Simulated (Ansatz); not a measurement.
```yaml
crystal:
  periodic: [false, false, false]
  atoms:
    - {symbol: C, position_ang: [1.933107, 1.214339, 0.486762]}
    - {symbol: S, position_ang: [1.173598, -0.146692, -0.436682]}
    - {symbol: C, position_ang: [1.486326, 0.406557, -2.146360]}
    - {symbol: C, position_ang: [-0.598992, 0.113769, -0.302112]}
    - {symbol: C, position_ang: [-1.318011, -1.002309, 0.156712]}
    - {symbol: C, position_ang: [-2.712097, -0.891586, 0.264380]}
    - {symbol: C, position_ang: [-3.357978, 0.309754, -0.066210]}
    - {symbol: C, position_ang: [-2.616734, 1.417812, -0.510467]}
    - {symbol: C, position_ang: [-1.223271, 1.326242, -0.633335]}
    - {symbol: H, position_ang: [1.582734, 1.063520, 1.522811]}
    - {symbol: H, position_ang: [3.020667, 1.020652, 0.445856]}
    - {symbol: H, position_ang: [1.654765, 2.194580, 0.058486]}
    - {symbol: H, position_ang: [2.580028, 0.343536, -2.303968]}
    - {symbol: H, position_ang: [0.975961, -0.312531, -2.813522]}
    - {symbol: H, position_ang: [1.122980, 1.434836, -2.330078]}
    - {symbol: H, position_ang: [-0.771456, -1.914306, 0.447380]}
    - {symbol: H, position_ang: [-3.294520, -1.753075, 0.623066]}
    - {symbol: H, position_ang: [-4.451497, 0.388801, 0.028127]}
    - {symbol: H, position_ang: [-3.124286, 2.361362, -0.760341]}
    - {symbol: H, position_ang: [-0.644572, 2.196458, -0.978436]}
    - {symbol: F, position_ang: [1.101990, -2.860134, 0.951393]}
    - {symbol: B, position_ang: [1.740277, -1.993115, 1.871253]}
    - {symbol: F, position_ang: [0.840020, -0.852306, 2.044190]}
    - {symbol: F, position_ang: [1.972010, -2.592099, 3.087365]}
    - {symbol: F, position_ang: [2.928940, -1.474046, 1.293711]}
basis:
  gaussian: {orbitals: def2-TZVP}
magnetization: {spin_polarized: true, initial_magnetization: 2}
hamiltonian: {xc: pbe0, dispersion: d4}
scf: {omitted_lower_state_checks: [starts]}
output: {orbitals: {seedname: orbitals}}
```

```sh
$ ansatz run in.yaml --threads 4 --pin off --events-out ev --progress --plain --max-ram 6963MiB
```

Problem. Does this run fit into the memory that it is given?

Solution. No. It has 506 basis functions, and Ansatz plans for 8 GiB where 7 GiB are given.
